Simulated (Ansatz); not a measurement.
Frontier orbitals of CH₅BBrN (`NBCBr`).

Charge 0, multiplicity 1. Correlated methods include outer-core shells of Br, which these sets cover unevenly. Scalar relativity is left out up to krypton. The structure was optimised at the PBE0-D4/def2-TZVP level. It is one conformer, not always the lowest. Basis def2-TZVPP, Ansatz.

Orbital energies of one run (eV). Highest occupied ones, from the top: -10.51, -10.62, -11.66, -12.14, -13.73, -14.55, -15.40, -17.69, -17.84, -21.95, -25.78, -27.70, -72.76, -72.76. Empty: 2.47, 2.63, 2.90, 3.77, 4.00, 4.45.

**Question.** Which functional gave them?
A. r2SCAN
B. BHLYP
C. LC-ωPBE
D. LDA (SPW92)

**Answer.** C. HOMO energies: LC-ωPBE -10.51, BHLYP -8.89, LDA (SPW92) -6.62, r2SCAN -6.76 eV.

LC-ωPBE has ω = 0.4 bohr⁻¹.
